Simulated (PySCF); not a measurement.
Electronic absorption of SnH(NHMe)3

SnH(NHMe)3, C₃H₁₃N₃Sn.
Cartesian coordinates in Å at the PBE0-D3(BJ)/def2-SVP level; atoms count from 1:
```xyz
20
C3H13N3Sn angstrom
Sn     0.0012    0.0004    0.3675
H      0.0585   -0.0014    2.0765
N      1.8888   -0.2373   -0.3545
C      2.9594    0.6685   -0.0111
H      1.9306   -0.5469   -1.3210
H      2.9466    1.6415   -0.5432
H      2.9253    0.8990    1.0669
H      3.9451    0.2053   -0.1965
N     -0.7696    1.7719   -0.2709
C     -2.0624    2.2432    0.1670
H     -0.5852    1.9792   -1.2480
H     -2.9347    1.7511   -0.3100
H     -2.1701    2.0912    1.2540
H     -2.1665    3.3300   -0.0030
N     -1.1694   -1.5388   -0.2647
C     -0.9088   -2.9034    0.1284
H     -1.4817   -1.4584   -1.2278
H     -0.0675   -3.3981   -0.3990
H     -0.6742   -2.9466    1.2053
H     -1.8031   -3.5362   -0.0165
```

Method used: PySCF, TDDFT wB97X-D/def2-SVPD, vertical, gas phase, core orbitals frozen in the response, def2 core potentials past Kr. Spin–orbit coupling is left out.

```
state  E (eV)  λ (nm)       f             main configurations (H = HOMO, L = LUMO)
   S1    5.50   225.6   0.048                                            H→L (76%)
   S2    5.50   225.4   0.047                                          H-1→L (76%)
   S3    5.62   220.5   0.015      H-2→L (69%), H→L+1/L+2 (≥9%), H-1→L+1/L+2 (≥9%)
   S4    6.46   192.0   0.011    H→L+1/L+2 (≥31%), H→L+3 (29%), H-2→L+1/L+2 (≥16%)
   S5    6.47   191.8   0.011  H-1→L+3 (33%), H→L+1/L+2 (≥21%), H-2→L+1/L+2 (≥18%)
   S6    6.48   191.4  0.0091  H-1→L+1/L+2 (≥37%), H→L+1/L+2 (≥16%), H-2→L+3 (14%)
   S7    6.65   186.5  0.0004       H-1→L+1/L+2 (≥23%), H→L+3 (17%), H-1→L+3 (13%)
   S8    6.65   186.4  0.0008            H→L+3 (18%), H-1→L+3 (17%), H-1→L+4 (13%)
   S9    6.67   185.9  0.0003                 H→L+1/L+2 (≥42%), H-1→L+1/L+2 (≥17%)
```

Triplets, Tamm–Dancoff:

```tsv
state	E (eV)	λ (nm)	main configurations (H = HOMO, L = LUMO)
T1	5.04	245.9	H→L (66%), H→L+3 (13%)
T2	5.05	245.6	H-1→L (66%), H-1→L+3 (11%)
T3	5.27	235.3	H-2→L (59%), H-2→L+3 (11%), H→L+1/L+2 (≥9%)
```

The lowest singlet level (S1/S2) comes at 226 nm (530 kJ/mol) in the ultraviolet; it is of moderate strength. The lowest level is also the most intense of those listed (f = 0.094 summed). S1/S2, S4/S5 and S7/S8 lie within about 0.01 eV of each other in each set; the point group C3 has degenerate representations, and within a degenerate level the listed configurations can mix freely. Löwdin shares by element: HOMO (one of a set within 0.03 eV) nitrogen 59% or more, carbon 9% or more, tin 5% (atoms not listed hold the other 26%); LUMO tin 34%, hydrogen 23% or more (atoms not listed hold the other 42%). The listed states span 1.17 eV, and the widest gap between neighbours is 0.84 eV (S3 to S4). Of the 9 states listed, 5 reach f = 0.01 and 2 stay under 0.0005. Orbitals of the list HOMO-3 to LUMO+2 that lie within 0.01 eV of each other are written together with a slash and their weights summed (≥ marks a lower bound); for degenerate orbitals outside that list single weights are arbitrary. The window holds the lowest 10 singlets. The highest level found (6.82 eV, f 0.0019 so far) is left out, since the window may have cut off a degenerate partner.

One conformer stands for the species.
